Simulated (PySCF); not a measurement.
## Correlation energy of C²⁺ (carbon, charge +2)

Starting occupation: [He] 2s2. All numbers are calculated (PySCF 2.14, X2C-1e with screened-nucleus spin-orbit coupling, Gaussian nucleus, in x2c-TZVPPall-2c with one added diffuse shell each of s, p, d type (6s4p3d1f, 40 functions)). Frozen: nothing; 4 electrons correlated.

MP2 pair energies summed by pair of shells (mhartree):

```csv
pair,energy,share (%)
2s1/2-2s1/2,-42.63,73.5
1s1/2-1s1/2,-11.79,20.3
1s1/2-2s1/2,-3.60,6.2
```

Total MP2 correlation energy: -58.02 mhartree.

| level | correlation energy (mhartree) |
| --- | --- |
| CCSD | -88.28 |
| (T) | -0.28 |
| CCSD(T) | -88.56 |

Diagnostics: T1 = 0.0060, largest double amplitude 0.155.

A double-excitation amplitude exceeds 0.15, a sign of near-degeneracy.

Cost of the coupled-cluster step: 15 s of wall time on 4 threads of Neoverse-V2 (shared host), for 4 occupied and 76 virtual spinors.

Iterations:

```
Init t2, MP2 energy = -0.0580239865568405
CCSD nocc = 4, nmo = 80
Init t2, MP2 energy = -0.0580239865568405
Init E_corr(GCCSD) = -0.0580239865568405
cycle = 1  E_corr(GCCSD) = -0.0735018798901  dE = -0.0154778933  norm(t1,t2) = 0.0653123
cycle = 2  E_corr(GCCSD) = -0.0806314475549712  dE = -0.00712956766  norm(t1,t2) = 0.0344403
cycle = 3  E_corr(GCCSD) = -0.0883978990846248  dE = -0.00776645153  norm(t1,t2) = 0.0182401
cycle = 4  E_corr(GCCSD) = -0.0882384624546345  dE = 0.00015943663  norm(t1,t2) = 0.000314282
cycle = 5  E_corr(GCCSD) = -0.0882974811560993  dE = -5.90187015e-05  norm(t1,t2) = 9.77311e-05
cycle = 6  E_corr(GCCSD) = -0.0882803332347737  dE = 1.71479213e-05  norm(t1,t2) = 4.17651e-05
cycle = 7  E_corr(GCCSD) = -0.0882788504217385  dE = 1.48281304e-06  norm(t1,t2) = 3.14823e-06
cycle = 8  E_corr(GCCSD) = -0.0882791598056919  dE = -3.09383953e-07  norm(t1,t2) = 1.08374e-06
cycle = 9  E_corr(GCCSD) = -0.0882791741972688  dE = -1.43915769e-08  norm(t1,t2) = 1.71576e-07
cycle = 10  E_corr(GCCSD) = -0.0882791765858938  dE = -2.38862498e-09  norm(t1,t2) = 1.29531e-08
GCCSD converged
E(GCCSD) = -36.51084903731276  E_corr = -0.08827917658589381
```

This basis was not built for core-valence correlation, so the inner-shell part is incomplete.
